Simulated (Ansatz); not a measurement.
The cluster Cd₃Te₃ was relaxed with PBE-D4 (def2-SVP, def2-SVPD) in Ansatz in these states: charge -1 doublet, neutral singlet. The geometries follow in no particular order.

In the def2 sets Cd, Te take a core potential; there is no spin–orbit coupling.

A:

Cartesian coordinates in Å:
```
Cd 0.521 1.784 -0.398
Cd -1.440 -0.617 -0.200
Cd 0.975 -2.270 -1.171
Te -1.661 1.497 -1.948
Te -0.393 -0.704 2.363
Te 1.999 0.310 1.354
```

B:

Cartesian coordinates in Å:
```
Cd -1.0957 0.1869 -0.9529
Cd -0.1901 -0.9690 2.0095
Cd 1.8558 -1.0846 -1.4271
Te -2.2212 -1.9305 0.2638
Te 1.3852 1.2732 1.2385
Te 0.2660 2.5241 -1.1319
```

**Question.** Judge from the bond lengths which geometry belongs to which state (an estimate).

**Answer.** A is the neutral singlet (Cd2–Cd3 3.084 Å, Cd1–Cd2 3.106 Å, Te5–Te6 2.787 Å); B is the charge -1 doublet (Cd2–Cd3 4.001 Å, Cd1–Cd2 3.306 Å, Te5–Te6 2.905 Å).
